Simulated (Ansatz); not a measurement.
The multiplicity is imposed and other spin states were not computed.

Species: [Au(CO)(H)] (charge 0, multiplicity 1).

Problem. Give a relaxed geometry from PBE-D3(BJ)/def2-SVP (Ansatz, a program for electronic structure).

Solution. the end point of this relaxation.
Cartesian coordinates (Å) in one orientation:
```xyz
4

Au     0.011     0.111     0.006
O     -0.621     3.098    -0.649
C     -0.388     2.002    -0.409
H      0.338    -1.438     0.345
```
